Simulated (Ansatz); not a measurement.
Reaction R1 → P1, each structure at its B3LYP-D3(BJ)/def2-TZVP stationary point, reached from a drawn start; harmonic modes at that level show minima.
R1, C2H3N (SMILES CC#N) (charge 0, multiplicity 1, Z-matrix in Å and degrees):
```
C
H 1 1.0902
H 1 1.0902 2 108.78
H 1 1.0902 2 108.78 3 118.35
C 1 1.4544 2 110.15 4 120.82
N 5 1.1493 2 150.78 1 180.00
```
P1, C2H3N (SMILES [C-]#[N+]C) (charge 0, multiplicity 1, Z-matrix in Å and degrees):
```
C
H 1 1.0897
H 1 1.0897 2 109.15
H 1 1.0897 2 109.15 3 -119.22
N 1 1.4180 2 109.79 4 -120.39
C 5 1.1645 3 150.15 1 -180.00
```

P less R. No zero-point or thermal terms.

Frozen-core correlation throughout.

The values were computed with Ansatz (Gaussian orbitals). Each number belongs to the level named beside it.

**Question.** Give the reaction energy at the level PBE/def2-TZVPP.

**Answer.** 25.0 kcal/mol

**Question.** Predict the reaction energy from r2SCAN/def2-TZVPP.

**Answer.** 24.8 kcal/mol

**Question.** What reaction energy does CCSD(T)/cc-pVQZ give?

**Answer.** 24.2 kcal/mol

Ansatz is a quantum-chemistry and plane-wave program.
